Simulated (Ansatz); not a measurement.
Reaction (ligand exchange at the Al–C bond): `N#[C][AlH][Cl]` + `OBS` → `SB[O][AlH][Cl]` + `C#N`

Program: Ansatz. Geometries: PBE0-D4/def2-TZVP. ΔE: electronic, gas phase. CCSD(T)/CBS is the MP2 limit (def2-TZVPP, def2-QZVPP) plus CCSD(T) − MP2 in def2-TZVPP, frozen cores. This one scheme is used for every species. Functionals use def2-TZVPP. Each species was taken in one conformer, which may not be the lowest.

`N#[C][AlH][Cl]`:

Cartesian coordinates in Å:
```
N -1.727 0.755 -1.527
C -0.900 0.371 -0.819
Al 0.486 -0.309 0.331
Cl 0.893 0.812 2.029
H 1.247 -1.630 -0.014
```

`OBS`:

Cartesian coordinates in Å:
```
O 0.471 -0.535 1.313
B 0.053 0.257 0.301
S -0.339 -0.424 -1.332
H 0.542 -1.470 1.100
H -0.052 1.427 0.513
H -0.676 0.745 -1.895
```

`SB[O][AlH][Cl]`:

```xyz
8

S     0.557   -0.290   -2.282
B     0.041    0.684   -0.844
O    -0.247    0.051    0.299
Al   -0.432   -0.763    1.748
Cl    1.250   -1.003    2.954
H     0.706    0.752   -3.112
H    -0.042    1.876   -0.936
H    -1.833   -1.307    2.173
```

`C#N`:

```xyz
3

C    -0.017    0.019    0.001
N     0.733   -0.846   -0.025
H    -0.716    0.827    0.024
```

```csv
level,ΔE (kJ/mol)
revPBE-D4,-71.3
PBE0-D4,-75.4
r2SCAN0-D4,-81.4
CAM-B3LYP-D4,-86.3
r2SCANh,-79.7
HF/def2-SVP,-83.2
MP2/def2-SVP,-80.1
CCSD(T)/def2-SVP,-79.0
```

Task: What does CCSD(T)/CBS give? (Best estimate.)

Result: The calculation gave: -80.6 kJ/mol. The listed levels differ from it by 9.3, 5.2, -0.8, -5.7, 0.9, -2.6, 0.5, 1.6 kJ/mol.

Largest T1 diagnostic among the species: 0.014.

Leaving LDA and LC-ωPBE aside and taking each functional with its dispersion term where it has one, the values, not all of them listed here, spread over 16.7 kJ/mol, from BHLYP-D4 to revPBE-D4. LDA lies −7.1 kJ/mol from PBE without D4. From BLYP to BHLYP (50 % exact exchange), in def2-TZVPP and without D4, ΔE moves by −6.5 kJ/mol. The D4 term adds −3.3 kJ/mol with B3LYP and −2.1 kJ/mol with PBE0; it sums over pairs of atoms, weighted by their polarisabilities, and B3LYP, whose exchange is more repulsive, gets the larger term.

B3LYP here is the variant with VWN-RPA as its local correlation; programs differ in this.
